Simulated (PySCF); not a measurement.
**Electric field gradients and quadrupole coupling constants**

Species: C5H9NOSi.
Geometry (GFN2-xTB, Å), atoms numbered from 1 in this order:
```xyz
17
C5H9NOSi angstrom
C      2.3009    0.2223    0.0092
C      1.5081   -0.8276    0.1307
C      0.3050   -0.8699    1.0128
Si    -1.2856   -0.5274    0.0104
O     -1.4749   -1.5291   -1.2591
C     -1.1176    1.1622   -0.8696
C     -0.8948    2.2096    0.0715
N     -0.7111    3.0306    0.8480
H      2.1315    1.1237    0.5761
H      3.1501    0.2243   -0.6527
H      1.6932   -1.7194   -0.4551
H      0.2396   -1.8430    1.5011
H      0.3979   -0.1158    1.7934
H     -2.4579   -0.5659    0.8880
H     -1.4973   -2.4774   -1.1669
H     -0.2746    1.1325   -1.5620
H     -2.0195    1.3825   -1.4402
```

Field gradients from the PBE0/pcSseg-1 density (PySCF, non-relativistic), principal values in atomic units, ordered |Vxx| ≤ |Vyy| ≤ |Vzz|:

```csv
atom,Vxx,Vyy,Vzz
O5,-0.3875,-1.1368,1.5243
N8,0.4247,0.5074,-0.9320
```

Question: Find the asymmetry η = (Vxx − Vyy)/Vzz and the couplings χ = eQV/h (234.96 MHz × Q in barn × V in au), with Q(17O) = −0.0256 b, Q(14N) = 0.02044 b.

Answer: 
| atom | environment | nucleus | η | χzz (MHz) | χxx (MHz) | χyy (MHz) |
| --- | --- | --- | --- | --- | --- | --- |
| O5 | silanol oxygen | 17O | 0.49 | -9.17 | 2.33 | 6.84 |
| N8 | nitrile nitrogen | 14N | 0.09 | -4.476 | 2.039 | 2.437 |

Question: What is Vzz at O5 in SI units (1 au = 9.71736 × 10²¹ V/m²)?

Answer: 1.5243 au = 14.812 × 10²¹ V/m².

Question: And the gradient at the other heavy atoms, for which no coupling is worked out here?

Answer: 
```json
{"atom": "C1", "environment": "terminal =CH2 carbon", "Vzz (au)": "0.283", "η": "0.40"}
{"atom": "C2", "environment": "alkene CH carbon", "Vzz (au)": "0.319", "η": "0.64"}
{"atom": "C3", "environment": "sp3 carbon bound to silicon", "Vzz (au)": "-0.064", "η": "0.76"}
{"atom": "Si4", "environment": "oxygen-bound silicon", "Vzz (au)": "0.337", "η": "0.74"}
{"atom": "C6", "environment": "sp3 carbon bound to silicon", "Vzz (au)": "0.182", "η": "0.47"}
{"atom": "C7", "environment": "nitrile carbon", "Vzz (au)": "-0.405", "η": "0.04"}
```

Question: What couplings would deuterons (Q(2H) = 0.00286 b) have in place of the hydrogens, at this geometry?

Answer: 
| atom | bonded to | bond length (Å) | Vzz (au) | η | χzz (kHz) |
| --- | --- | --- | --- | --- | --- |
| H9 | C1 | 1.078 | 0.3316 | 0.06 | 223 |
| H10 | C1 | 1.077 | 0.3390 | 0.05 | 228 |
| H11 | C2 | 1.083 | 0.3234 | 0.06 | 217 |
| H12 | C3 | 1.091 | 0.3142 | 0.03 | 211 |
| H13 | C3 | 1.089 | 0.3117 | 0.04 | 209 |
| H14 | Si4 | 1.465 | 0.1571 | 0.02 | 106 |
| H15 | O5 | 0.953 | 0.5139 | 0.06 | 345 |
| H16 | C6 | 1.091 | 0.3060 | 0.05 | 206 |
| H17 | C6 | 1.090 | 0.3112 | 0.04 | 209 |

One conformer (not necessarily the lowest) at the GFN2-xTB geometry, without solvent, vibrations or thermal averaging. GFN2-xTB bond lengths can be off by several hundredths of an ångström, more for odd bonds, and the gradients follow them. With a basis this small, the couplings can be 20 % off.

These values come from a run that also computed NMR shieldings. Hardware: one thread of an Arm Neoverse N1, shared host with 64 logical CPUs at a one-minute load of 58. Cost: 47 s wall, 0.77 GiB resident at most.
